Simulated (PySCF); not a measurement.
1,3-disilylpropan-2-ylsilane (C3H14Si3), SMILES [SiH3]CC([SiH3])C[SiH3]. Geometry optimised at B3LYP-D3(BJ)/def2-SVP. Other conformers were not sampled.

Task: Give the equilibrium geometry at B3LYP-D3(BJ)/def2-SVP (PySCF confirms it by a frequency run) as Cartesian coordinates in Å. (An estimate is asked for; the answer gives what the named calculation found.)

Result: Several could match; the one computed here: 
```xyz
20

Si    -1.1023     2.0690     1.2668
C     -0.7798     0.7650    -0.0731
C      0.4077    -0.1992     0.1363
Si     2.0866     0.6931     0.2683
C      0.4871    -1.2798    -0.9694
Si    -1.0099    -2.4394    -1.1104
H     -0.0934     3.1666     1.2280
H     -1.0640     1.4364     2.6190
H     -2.4538     2.6635     1.0483
H     -0.6759     1.2899    -1.0405
H     -1.7189     0.1880    -0.1578
H      0.2693    -0.7114     1.1074
H      2.1458     1.5799     1.4669
H      3.1769    -0.3211     0.3720
H      2.3124     1.5221    -0.9540
H      1.3652    -1.9297    -0.8054
H      0.6471    -0.8060    -1.9555
H     -2.2073    -1.7605    -1.6867
H     -0.6634    -3.5922    -1.9936
H     -1.3727    -2.9585     0.2430
```
Charge 0, spin multiplicity 1.
